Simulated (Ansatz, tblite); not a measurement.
Forces on the cluster Cs₅⁺ at its r2SCAN/def2-TZVP geometry. Charge 1, multiplicity 1.

In the def2 sets Cs takes a core potential; there is no spin–orbit coupling. The xTB rows come from tblite. The restricted singlet is unstable towards broken spin symmetry in Hartree–Fock (as tested in another run); at PBE/def2-TZVP this wasn't settled. The structure comes from a short search, and lower isomers may exist.

GFN1-xTB (tblite), largest force 0.23 eV/Å:

```xyz
5
positions Å, forces eV/Å
Cs    0.794   -3.698    4.695   -0.101    0.059   -0.121
Cs   -3.007   -2.619    1.440    0.215    0.038    0.071
Cs    1.437    0.197    0.530   -0.189   -0.026   -0.070
Cs   -1.926    1.972   -3.225    0.213    0.019    0.084
Cs    2.702    4.147   -3.439   -0.138   -0.089    0.035
```

GFN2-xTB (tblite), largest force 0.24 eV/Å:

```
Cs -0.150 0.040 -0.125
Cs 0.166 -0.061 0.157
Cs -0.044 -0.006 -0.016
Cs 0.208 0.110 -0.022
Cs -0.181 -0.083 0.006
```

PBE/def2-TZVP (Ansatz), largest force 0.05 eV/Å:

```
Cs -0.021 0.020 -0.034
Cs 0.040 -0.004 0.025
Cs -0.030 -0.004 -0.011
Cs 0.044 0.014 0.006
Cs -0.033 -0.026 0.014
```
